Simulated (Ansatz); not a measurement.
A nudged elastic band was laid between two geometries of F₂H₅NSi₂ (10 atoms, charge 0, multiplicity 1).

Method: RKS PBE0/def2-mTZVP in Ansatz.

```
movable images  : 5
climbing image  : yes
spring          : 5.0 eV/Å²
optimiser       : quadratic models (default)
start path      : IDPP
force threshold : 0.05 eV/Å
iteration limit : 60
end points      : relaxed
```

Initial state:

```xyz
10
Properties=species:S:1:pos:R:3
N -1.381 0.412 0.949
Si -0.631 -0.657 -0.145
F -1.344 -0.770 -1.596
Si 1.549 0.153 -0.459
F 1.498 1.760 -0.249
H -2.232 0.180 1.439
H -1.245 1.411 0.894
H -0.709 -2.023 0.428
H 2.098 -0.111 -1.815
H 2.480 -0.407 0.557
```

Final state:

```xyz
10
Properties=species:S:1:pos:R:3
N -1.679 0.580 -0.008
Si -0.542 -0.680 0.141
F -0.628 -1.808 -1.023
Si 1.634 0.184 -0.040
F 1.925 1.173 1.205
H -2.624 0.488 0.334
H -1.610 1.303 -0.709
H -0.846 -1.381 1.410
H 1.792 0.976 -1.291
H 2.662 -0.888 -0.017
```

**Question.** What changes between the two ends?

**Answer.** No bond is made or broken. The dihedral N1–Si2–Si4–H10 goes from 88 to -176°.

**Question.** Give the energies along the band, and the barrier.

**Answer.** It converged. The highest image is number 3 of 0 to 6, 0.025 eV above the first end and 0.012 eV above the last; the last end lies 0.013 eV above the first. A vibrational analysis at the climbing image gives one clearly imaginary mode, 43i cm⁻¹: a first-order saddle point.

```json
{"image": "0", "path coordinate (Å)": "0.00", "energy (eV)": "0.000", "dihedral N1–Si2–Si4–H10 (°)": "88"}
{"image": "1", "path coordinate (Å)": "0.58", "energy (eV)": "0.006", "dihedral N1–Si2–Si4–H10 (°)": "105"}
{"image": "2", "path coordinate (Å)": "1.16", "energy (eV)": "0.018", "dihedral N1–Si2–Si4–H10 (°)": "122"}
{"image": "3", "path coordinate (Å)": "1.73", "energy (eV)": "0.025", "dihedral N1–Si2–Si4–H10 (°)": "138"}
{"image": "4", "path coordinate (Å)": "2.28", "energy (eV)": "0.023", "dihedral N1–Si2–Si4–H10 (°)": "154"}
{"image": "5", "path coordinate (Å)": "2.83", "energy (eV)": "0.016", "dihedral N1–Si2–Si4–H10 (°)": "169"}
{"image": "6", "path coordinate (Å)": "3.38", "energy (eV)": "0.013", "dihedral N1–Si2–Si4–H10 (°)": "-176"}
```

**Question.** What is the geometry of the highest image?

**Answer.** 
```xyz
10
Properties=species:S:1:pos:R:3:forces:R:3
N -1.608 0.580 0.438 0.03 0.00 -0.02
Si -0.567 -0.699 0.017 -0.01 0.01 0.01
F -0.903 -1.430 -1.391 0.00 0.00 0.00
Si 1.616 0.143 -0.230 -0.01 -0.01 0.00
F 1.724 1.571 0.522 0.00 0.00 0.00
H -2.525 0.433 0.831 0.00 -0.01 0.00
H -1.506 1.512 0.066 -0.01 0.01 0.01
H -0.730 -1.758 1.042 0.00 0.00 0.00
H 1.956 0.365 -1.660 0.00 0.00 -0.01
H 2.625 -0.769 0.368 0.01 0.00 0.01
```

The band took 6 iterations and about 4 core-minutes.

The run took 120 s on 2 threads of Intel(R) Xeon(R) Platinum 8259CL CPU @ 2.50GHz (Skylake/Cascade Lake), with other jobs on the host, peak memory 0.28 GiB.
